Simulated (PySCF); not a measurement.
Spectrum to structure. Computed with PySCF 2.14.0, density-fitted response routines, TDDFT PBE0/def2-SVPD, vertical, gas phase, core orbitals frozen in the response. Geometries: PBE0-D3(BJ)/def2-SVP, one conformer each. Relativistic effects are left out although some hold elements past zinc.

```csv
state,E (eV),λ (nm),f
S1,5.53,224.3,0.0028
S2,6.06,204.6,0.020
S3,6.48,191.3,0.012
S4,6.69,185.4,0.017
S5,6.84,181.1,0.0080
S6,6.94,178.6,0.027
S7,7.03,176.5,0.068
S8,7.24,171.1,0.013
S9,7.38,168.1,0.010
S10,7.44,166.6,0.010
```

Orbital energies (eV): HOMO-3 -9.07, HOMO-2 -8.12, HOMO-1 -7.76, HOMO -7.18, LUMO -0.05, LUMO+1 0.31, LUMO+2 0.64.

**Question.** Which structure fits?
A. `[GeH3][O][C@H]1C[SiH2]N[SiH2]1`
B. `CC(=O)N[SiH2][NH][GeH3]`
C. `OC[C@@H]1C[SiH2]N[SiH2]1`
D. `[SiH3]O[C@]12CC[C@H]1CC2`

**Answer.** B. Its S1, at 5.53 eV, is the lowest among the candidates; the nearest of the others has S1 at 5.97 eV. S1 is HOMO→LUMO (45%), HOMO-1→LUMO (34%). Löwdin shares by element: HOMO nitrogen 54%, oxygen 12%, germanium 9% (atoms not listed hold the other 24%); LUMO carbon 22% or more, oxygen 16%, silicon 12%, nitrogen 8% or more (atoms not listed hold the other 41%). At the same level the other candidates give, for their lowest levels:
- `[GeH3][O][C@H]1C[SiH2]N[SiH2]1`: 5.97 eV (f 0.006); 6.28 eV (f 0.009); 6.42 eV (f 0.023); 6.50 eV (f 0.005); 6.75 eV (f 0.017); T1 5.67 eV; HOMO -7.28, LUMO -0.10 eV
- `OC[C@@H]1C[SiH2]N[SiH2]1`: 6.09 eV (f 0.005); 6.50 eV (f 0.013); 6.74 eV (f 0.000); 6.91 eV (f 0.002); 7.16 eV (f 0.002); T1 5.78 eV; HOMO -7.10, LUMO 0.33 eV
- `[SiH3]O[C@]12CC[C@H]1CC2`: 6.57 eV (f 0.004); 6.82 eV (f 0.033); 7.09 eV (f 0.002); 7.22 eV (f 0.015); 7.31 eV (f 0.000); HOMO -7.46, LUMO 0.35 eV

Shape of the structure used: `[CH3:1][C:2](=[O:3])[NH:4][SiH2:5][NH:6][GeH3:7]`: C1–C2–N4–Si5 178°, C2–N4–Si5–N6 62°, N4–Si5–N6–Ge7 -75°.
Triplets come from the Tamm–Dancoff approximation.

Without π bonds the low states are Rydberg-like; a valence basis with one diffuse set may place them up to an eV too high.
